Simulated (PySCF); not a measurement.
Input of a run (PBE0-D3(BJ)/def2-SVP geometry optimisation, gas phase (PySCF 2.14.0)), started from a GFN2-xTB structure with every atom displaced at random (by about 0.01 Å):
```
{"job": {"xc": "PBE0", "basis": "def2-SVP", "d3": "d3bj", "grid": 1, "shake": 0.01, "kind": "geom"}, "charge": 0, "multiplicity": 1}
Si    -1.875240     0.825670    -0.537910
C     -1.123560     0.150990     1.024560
C     -0.056770    -0.621210     1.099810
Si     1.083020    -1.204590    -0.321240
P      2.597310     0.315360    -0.895660
H     -2.734930    -0.172320    -1.170080
H     -0.848670     1.289030    -1.478740
H     -2.710760     2.001030    -0.160310
H     -1.622390     0.425370     1.972990
H      0.290350    -0.940960     2.104910
H      1.766390    -2.409620     0.129580
H      0.276900    -1.490340    -1.519100
H      1.780410     1.435020    -0.630760
H      3.170790     0.381480     0.374180
```

Output (energies in Eh, forces in Eh/bohr):
```
step   0  E = -1001.11529815  max force = 0.036489
step   1  E = -1001.11993330  max force = 0.005248
step   2  E = -1001.12016950  max force = 0.001202
step   3  E = -1001.12022203  max force = 0.000997
step   4  E = -1001.12024854  max force = 0.001057
step   5  E = -1001.12025208  max force = 0.000727
step   6  E = -1001.12026787  max force = 0.000450
step   7  E = -1001.12028158  max force = 0.000392
optimisation converged
```

Question: Summarise the run.

Answer: The energy falls by 3.1 kcal/mol over 8 energy and gradient evaluations, the largest force component goes from 0.0365 to 3.9e-04 Eh/bohr, and the atoms move by 0.098 Å rms after alignment. The bond that changes most is Si4–P5 (SiH2 silicon to three-coordinate phosphorus), which lengthens by 0.048 Å. Bonds longer at the end by more than 0.005 Å: 9 of 13; shorter: 3. Among the angles that change most is Si4–C3–H10, from 113.5° to 116.2°. Among the dihedrals that turn most is H11–Si4–P5–H13, from -153° to -164°. The energy never rose by more than 1e-6 Eh on the way. The first step brought 93 % of the lowering.

Question: What are the final bond lengths?

Answer: Si1–C2 1.882 Å, C2=C3 1.347 Å, C3–Si4 1.876 Å, Si4–P5 2.269 Å, Si1–H6 1.496 Å, Si1–H7 1.495 Å, Si1–H8 1.494 Å, C2–H9 1.100 Å, C3–H10 1.100 Å, Si4–H11 1.495 Å, Si4–H12 1.495 Å, P5–H13 1.429 Å, P5–H14 1.430 Å. Numbering counts from 1 in the input's order; the species is `[SiH3]/C=C\[SiH2]P`.

The run used 127 basis functions and 51 SCF cycles in all. The run took 66 s of wall time on one thread, Arm Neoverse V1 (aarch64) (shared host), and the process peaked at 0.50 GiB of memory.

No PBE0-D3(BJ)/def2-SVP frequencies stand behind this structure, so it isn't proved a minimum. The numbers are those of one conformer.
